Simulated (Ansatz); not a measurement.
```yaml
crystal:
  periodic: [false, false, false]
  atoms:
    - {symbol: C, position_ang: [0.137782, 1.150092, 1.950345]}
    - {symbol: N, position_ang: [0.225761, 0.477177, 0.672196]}
    - {symbol: C, position_ang: [0.762386, -0.855963, 0.806776]}
    - {symbol: Sb, position_ang: [-1.408341, 0.741185, -0.524226]}
    - {symbol: Si, position_ang: [-0.328483, -0.168049, -2.682372]}
    - {symbol: H, position_ang: [-0.491302, 0.621763, 2.686800]}
    - {symbol: H, position_ang: [-0.261373, 2.159755, 1.828621]}
    - {symbol: H, position_ang: [1.140534, 1.241597, 2.386084]}
    - {symbol: H, position_ang: [0.901864, -1.319535, -0.171229]}
    - {symbol: H, position_ang: [1.743763, -0.809935, 1.296044]}
    - {symbol: H, position_ang: [0.124177, -1.525415, 1.408599]}
    - {symbol: H, position_ang: [-2.166900, -0.783621, -0.235075]}
    - {symbol: H, position_ang: [0.672460, 0.812695, -3.178730]}
    - {symbol: H, position_ang: [-1.409131, -0.303472, -3.697275]}
    - {symbol: H, position_ang: [0.334801, -1.489074, -2.517057]}
basis:
  gaussian: {orbitals: def2-SVPD}
hamiltonian: {xc: {name: RPBE}, dispersion: d3bj}
output: {forces: true}
```

```sh
$ ansatz run in.yaml --threads 4 --pin off --events-out ev --progress --plain --max-ram 11315MiB
```

It prints (some lines left out):

```
Functional definition: RPBE
1745 factors; their error is unknown
mean field evaluation 1: about -18126.8466 eV, gradient 6.5e1 eV
mean field evaluation 2: about -18042.1810 eV, gradient 1.7e2 eV
mean field evaluation 4: about -18137.4982 eV, gradient 1.2e1 eV
mean field evaluation 8: about -18137.8350 eV, gradient 2.8e-1 eV
mean field evaluation 16: about -18137.7713 eV, gradient 2.5e-3 eV
mean field -18137.77126674 eV, -666.5507998297 hartree, gradient 2.7e-5 eV, S^2 0.000000; 0 other end points of the search recorded, 0 dependent functions left out
reference -18137.77132199 eV, -666.5508018600 hartree; 33, 33 occupied and 163, 163 virtual orbitals, 1745 factors
Total energy: -18139.94108131 eV, -666.6305390445 hartree
Atom 0 at     0.137782     1.150092     1.950345 Å, force    -0.056330     0.044318    -0.115969 eV/Å
Atom 1 at     0.225761     0.477177     0.672196 Å, force     0.569754     0.036238     0.106550 eV/Å
Atom 2 at     0.762386    -0.855963     0.806776 Å, force    -0.036153     0.037046    -0.141406 eV/Å
Atom 3 at    -1.408341     0.741185    -0.524226 Å, force    -0.448961     0.455757    -0.481128 eV/Å
Atom 4 at    -0.328483    -0.168049    -2.682372 Å, force    -0.126219     0.057667     0.351085 eV/Å
Atom 5 at    -0.491302     0.621763     2.686800 Å, force    -0.282334    -0.247191     0.309386 eV/Å
Atom 6 at    -0.261373     2.159755     1.828621 Å, force    -0.190961     0.419276    -0.068859 eV/Å
Atom 7 at     1.140534     1.241597     2.386084 Å, force     0.432354     0.031221     0.184220 eV/Å
Atom 8 at     0.901864    -1.319535    -0.171229 Å, force     0.023365    -0.168569    -0.406145 eV/Å
Atom 9 at     1.743763    -0.809935     1.296044 Å, force     0.415755     0.023296     0.214159 eV/Å
Atom 10 at     0.124177    -1.525415     1.408599 Å, force    -0.299639    -0.276270     0.262662 eV/Å
Atom 11 at    -2.166900    -0.783621    -0.235075 Å, force    -0.116292    -0.330677     0.041936 eV/Å
Atom 12 at     0.672460     0.812695    -3.178730 Å, force     0.201361     0.209193    -0.087868 eV/Å
Atom 13 at    -1.409131    -0.303472    -3.697275 Å, force    -0.222187    -0.023289    -0.199382 eV/Å
Atom 14 at     0.334801    -1.489074    -2.517057 Å, force     0.136488    -0.268016     0.030759 eV/Å
Dipole moment:    -0.001080     0.001255     0.126073 e Å
```

Run time 3 s (4 threads of an Arm Neoverse V2 on a shared host); peak host memory 0.28 GiB.
